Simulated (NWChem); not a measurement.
Correlation energy of HGe

```xyz
2

Ge     0.0000     0.0000     0.0486
H      0.0000     0.0000    -1.5556
```
Charge 0, spin multiplicity 2.

The numbers come from NWChem runs, not from measurements. All single points use one geometry, from UPBE0/def2-SVP, a minimum by its harmonic frequencies.

Basis set: def2-SVP. Each correlation energy counts from its own Hartree-Fock reference.

| method | correlation energy (mHa) |
|---|---|
| UMP2 | -192.7 |
| SCS-UMP2 | -182.7 |
| CCSD on UHF | -203.2 |
| CCSD[T] on UHF | -209.1 |
| CCSD(T) on UHF | -208.4 |
| CCSD on ROHF | -206.7 |
| CCSD[T] on ROHF | -212.7 |
| CCSD(T) on ROHF | -212.1 |
| CCSDT on ROHF | -212.2 |

The values span 30.0 mHa, from CCSD[T] on ROHF (lowest) to SCS-UMP2 (highest). 

The Hamiltonian is non-relativistic. The correlated methods keep 9 core orbitals frozen. This spin state was chosen for the runs; another may lie lower. The structure started from a generated list of species. The unpaired electrons of the parent sit in orbitals of symmetry b2 (C2v labels of the run); other states weren't searched. The stability of the SCF solutions was not checked. Open-shell Hartree-Fock references start from PBE0 orbitals. Coupled-cluster values serve here as a point of comparison, not as the truth.
